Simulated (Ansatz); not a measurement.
Process, species as SMILES: C[Si](C)(C)O [hydroxy(trimethyl)silane] -> C[Si](C)(C)[O] + H atom (the H-O bond at the site shown breaks; other sites are not compared here)
Geometries: B3LYP-D3(BJ)/def2-TZVP minima from Ansatz (a program for electronic structure), one conformer each, not searched for the lowest. Frequencies are from Ansatz.
Geometry of the first species:
```xyz
15

Si    -0.0066    -0.0066     0.0338
C      1.8101     0.2824    -0.3267
C     -0.6654    -1.3271    -1.1220
C     -0.9803     1.5752    -0.1366
O     -0.2151    -0.4691     1.6190
H      1.9566     0.6240    -1.3546
H      2.3940    -0.6331    -0.2001
H      2.2264     1.0396     0.3411
H     -0.5693    -1.0183    -2.1661
H     -1.7212    -1.5271    -0.9271
H     -0.1200    -2.2676    -1.0078
H     -2.0356     1.4096     0.0894
H     -0.9111     1.9708    -1.1527
H     -0.6065     2.3388     0.5485
H      0.2134    -1.2748     1.9158
```
Charge 0, spin multiplicity 1.

Wanted: bond dissociation energy (enthalpy at 298 K, with B3LYP-D3(BJ) rigid-rotor harmonic-oscillator terms), in kcal/mol. Correlated levels leave the core frozen unless marked. Open shells are spin-unrestricted. No spin-orbit coupling. No relativistic terms. CBS(X,Y): correlation extrapolated as X^-3; Hartree-Fock from the larger set. The bracket is a focal-point correction in the basis named.

| level | program | bond dissociation energy (kcal/mol) | minus last row |
|---|---|---|---|
| HF/6-31G* | Ansatz | 78.0 | -43.1 |
| HF/cc-pV(Q+d)Z | Ansatz | 83.6 | -37.5 |
| SVWN5/def2-TZVPD | Ansatz | 126.3 | 5.2 |
| BLYP/def2-TZVPD | Ansatz | 108.9 | -12.2 |
| B3LYP/def2-TZVPD | Ansatz | 112.6 | -8.5 |
| BHLYP-D3(BJ)/def2-TZVPD | Ansatz + dftd3 | 111.2 | -9.9 |
| B2PLYP-D4/def2-TZVPD | Ansatz + dftd4 | 115.5 | -5.6 |
| RPA@PBE/cc-pV(Q+d)Z | Ansatz | 114.2 | -6.9 |
| RI-MP2/cc-pV(Q+d)Z | Ansatz | 124.4 | 3.3 |
| RI-MP2/CBS(cc-pV(T+d)Z,cc-pV(Q+d)Z)+[CCSD(T)-MP2]/cc-pV(D+d)Z | Ansatz | 121.1 | 0.0 |
